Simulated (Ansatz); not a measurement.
CH6BFOSi can be A, `BC[SiH](O)F`, or B, `B[SiH](F)OC`.

Gas-phase electronic energies from Ansatz, PBE0-D4/def2-TZVP geometries. CCSD(T)/CBS adds triple-zeta CCSD(T) − MP2 to the extrapolated MP2 energy (def2 sets, frozen cores). Functionals use def2-TZVPP. B3LYP here is the variant with VWN-RPA as its local correlation; programs differ in this. One conformer a species, not always the lowest.

Problem. Which is lower in electronic energy at CCSD(T)/CBS, and by how much? (An estimate is asked.)

Solution. The calculation gave: A, by 157.0 kJ/mol.

Problem. Give E(B) − E(A) in kJ/mol with r2SCAN-D4, CCSD(T)/def2-SVP, CCSD(T)/def2-TZVPP, B3LYP-D4, BLYP-D4, LDA (SPW92), ωB97M-V. (Best estimate.)

Solution. Computed: r2SCAN-D4 161.6, CCSD(T)/def2-SVP 139.3, CCSD(T)/def2-TZVPP 154.0, B3LYP-D4 148.3, BLYP-D4 145.0, LDA (SPW92) 164.0, ωB97M-V 160.9. None reverses the order clearly.

Problem. Does the order hold for the free energy at 298.15 K (harmonic terms from PBE0-D4)? (Best estimate.)

Solution. The calculation gave: Yes: G(B) − G(A) = +154.9 kJ/mol, for one conformer each. Modes under 60 cm⁻¹, often nearly free rotors, make the harmonic entropy too high.

Largest T1 diagnostic: 0.012.

In def2-TZVPP, CCSD(T) changes the Hartree–Fock value by +17.3 kJ/mol (the triples alone add +2.4 kJ/mol) and MP2 by +29.6 kJ/mol. Leaving LDA and LC-ωPBE aside and taking each functional with its dispersion term where it has one, the values, not all of them listed here, spread over 17.9 kJ/mol, from BLYP-D4 to r2SCAN0-D4. LDA lies +12.7 kJ/mol from PBE without D4.
